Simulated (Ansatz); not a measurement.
A nudged elastic band was laid between two geometries of CH$_{8}$OSiSn (12 atoms, charge 0, multiplicity 1).

Method: RKS PBE-D4/def2-SVP (Ansatz 0.2.0).

* movable images: 5
* climbing image: yes
* spring: 5.0 eV/Å²
* optimiser: quadratic models (default)
* start path: IDPP
* force threshold: 0.03 eV/Å
* iteration limit: 60
* end points: relaxed

Image 0:

```xyz
12
Properties=species:S:1:pos:R:3
C -0.880 1.837 0.229
O -1.286 0.583 0.741
Si -0.208 -0.673 1.056
Sn 1.026 -1.444 -1.098
H -0.164 2.359 0.908
H -0.396 1.750 -0.773
H -1.778 2.479 0.120
H -1.045 -1.786 1.614
H 0.818 -0.257 2.088
H 1.882 -0.142 -1.854
H -0.078 -2.085 -2.265
H 2.185 -2.676 -0.732
```

Image 6:

```xyz
12
Properties=species:S:1:pos:R:3
C 0.024 1.915 0.747
O -1.036 0.980 0.704
Si -0.789 -0.687 0.707
Sn 0.540 -1.462 -1.389
H 0.655 1.799 1.661
H 0.696 1.837 -0.140
H -0.408 2.936 0.758
H -2.160 -1.296 0.719
H -0.041 -1.116 1.950
H -0.362 -1.209 -2.843
H 0.922 -3.147 -1.287
H 2.036 -0.604 -1.553
```

Problem. What changes between the two ends?

Solution. No bond is made or broken. The dihedral O2–Si3–Sn4–H10 goes from 57 to -66°.

Problem. What energy profile does the band end with?

Solution. It converged. The highest image is number 3 of 0 to 6, 0.3 kcal/mol above the ends, which have the same energy within 2 meV. A vibrational analysis at the climbing image gives one clearly imaginary mode, 44i cm⁻¹: a first-order saddle point.

```
image  path coordinate (Å)  energy (kcal/mol)  dihedral O2–Si3–Sn4–H10 (°)
    0                 0.00                0.0                           57
    1                 0.87                0.1                           38
    2                 1.75                0.3                           17
    3                 2.62                0.3                           -4
    4                 3.51                0.2                          -25
    5                 4.40                0.0                          -46
    6                 5.29                0.0                          -66
```

Problem. What is the geometry of the highest image?

Solution. 
```xyz
12
Properties=species:S:1:pos:R:3
C -0.224 1.939 0.607
O -1.130 0.857 0.700
Si -0.635 -0.749 0.815
Sn 0.687 -1.465 -1.313
H 0.462 1.992 1.484
H 0.400 1.887 -0.317
H -0.806 2.883 0.571
H -1.899 -1.545 0.953
H 0.229 -0.958 2.040
H 0.706 -0.184 -2.478
H -0.045 -2.840 -2.066
H 2.333 -1.872 -0.963
```

The run took 46 s on 2 threads of AMD EPYC 9R14 (Zen 4), with other jobs on the host, peak memory 0.19 GiB.
